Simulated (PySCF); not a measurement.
C₄H₆ClF, SMILES FC1(Cl)CCC1.

The structure is a stationary point at PBE-D3(BJ)/def2-SVP.

Calculation: PBE-D3(BJ)/def2-SVP (PySCF 2.14.0).

Frequencies are harmonic and unscaled.

```json
[
 {"mode": "1", "ν (cm⁻¹)": "131", "IR (km/mol)": "0.4", "moving atoms (share of kinetic energy)": "C 40 %, H 36 %, Cl 18 %"},
 {"mode": "2", "ν (cm⁻¹)": "274", "IR (km/mol)": "0.0", "moving atoms (share of kinetic energy)": "C 37 %, H 31 %, F 17 %, Cl 15 %"},
 {"mode": "3", "ν (cm⁻¹)": "319", "IR (km/mol)": "1.8", "moving atoms (share of kinetic energy)": "C 30 %, F 29 %, H 21 %, Cl 19 %"},
 {"mode": "4", "ν (cm⁻¹)": "379", "IR (km/mol)": "1.3", "moving atoms (share of kinetic energy)": "Cl 40 %, F 31 %, H 17 %, C 12 %"},
 {"mode": "5", "ν (cm⁻¹)": "431", "IR (km/mol)": "3.7", "moving atoms (share of kinetic energy)": "C 58 %, F 20 %, H 18 %"},
 {"mode": "6", "ν (cm⁻¹)": "545", "IR (km/mol)": "27.4", "moving atoms (share of kinetic energy)": "C 38 %, F 30 %, Cl 18 %, H 15 %"},
 {"mode": "7", "ν (cm⁻¹)": "636", "IR (km/mol)": "10.2", "moving atoms (share of kinetic energy)": "H 47 %, C 42 %, F 9 %"},
 {"mode": "8", "ν (cm⁻¹)": "758", "IR (km/mol)": "0.1", "moving atoms (share of kinetic energy)": "H 79 %, C 21 %"},
 {"mode": "9", "ν (cm⁻¹)": "762", "IR (km/mol)": "47.9", "moving atoms (share of kinetic energy)": "H 57 %, C 31 %, F 11 %"},
 {"mode": "10", "ν (cm⁻¹)": "882", "IR (km/mol)": "7.3", "moving atoms (share of kinetic energy)": "C 56 %, H 42 %"},
 {"mode": "11", "ν (cm⁻¹)": "923", "IR (km/mol)": "0.6", "moving atoms (share of kinetic energy)": "C 61 %, H 39 %"},
 {"mode": "12", "ν (cm⁻¹)": "962", "IR (km/mol)": "14.8", "moving atoms (share of kinetic energy)": "C 64 %, H 29 %"},
 {"mode": "13", "ν (cm⁻¹)": "990", "IR (km/mol)": "1.0", "moving atoms (share of kinetic energy)": "H 94 %"},
 {"mode": "14", "ν (cm⁻¹)": "1081", "IR (km/mol)": "18.8", "moving atoms (share of kinetic energy)": "C 74 %, H 25 %"},
 {"mode": "15", "ν (cm⁻¹)": "1089", "IR (km/mol)": "46.2", "moving atoms (share of kinetic energy)": "C 69 %, H 30 %"},
 {"mode": "16", "ν (cm⁻¹)": "1147", "IR (km/mol)": "0.0", "moving atoms (share of kinetic energy)": "H 66 %, C 34 %"},
 {"mode": "17", "ν (cm⁻¹)": "1156", "IR (km/mol)": "51.4", "moving atoms (share of kinetic energy)": "C 53 %, H 38 %, F 9 %"},
 {"mode": "18", "ν (cm⁻¹)": "1196", "IR (km/mol)": "36.8", "moving atoms (share of kinetic energy)": "H 68 %, C 31 %"},
 {"mode": "19", "ν (cm⁻¹)": "1199", "IR (km/mol)": "1.7", "moving atoms (share of kinetic energy)": "H 79 %, C 21 %"},
 {"mode": "20", "ν (cm⁻¹)": "1230", "IR (km/mol)": "1.0", "moving atoms (share of kinetic energy)": "H 59 %, C 41 %"},
 {"mode": "21", "ν (cm⁻¹)": "1260", "IR (km/mol)": "97.5", "moving atoms (share of kinetic energy)": "C 61 %, H 34 %"},
 {"mode": "22", "ν (cm⁻¹)": "1378", "IR (km/mol)": "11.1", "moving atoms (share of kinetic energy)": "H 91 %, C 9 %"},
 {"mode": "23", "ν (cm⁻¹)": "1395", "IR (km/mol)": "1.4", "moving atoms (share of kinetic energy)": "H 92 %"},
 {"mode": "24", "ν (cm⁻¹)": "1422", "IR (km/mol)": "12.5", "moving atoms (share of kinetic energy)": "H 85 %, C 15 %"},
 {"mode": "25", "ν (cm⁻¹)": "3007", "IR (km/mol)": "13.2", "moving atoms (share of kinetic energy)": "H 95 %"},
 {"mode": "26", "ν (cm⁻¹)": "3011", "IR (km/mol)": "8.2", "moving atoms (share of kinetic energy)": "H 94 %"},
 {"mode": "27", "ν (cm⁻¹)": "3021", "IR (km/mol)": "17.6", "moving atoms (share of kinetic energy)": "H 95 %"},
 {"mode": "28", "ν (cm⁻¹)": "3080", "IR (km/mol)": "2.1", "moving atoms (share of kinetic energy)": "H 90 %, C 10 %"},
 {"mode": "29", "ν (cm⁻¹)": "3088", "IR (km/mol)": "6.3", "moving atoms (share of kinetic energy)": "H 90 %, C 10 %"},
 {"mode": "30", "ν (cm⁻¹)": "3093", "IR (km/mol)": "13.3", "moving atoms (share of kinetic energy)": "H 90 %, C 10 %"}
]
```
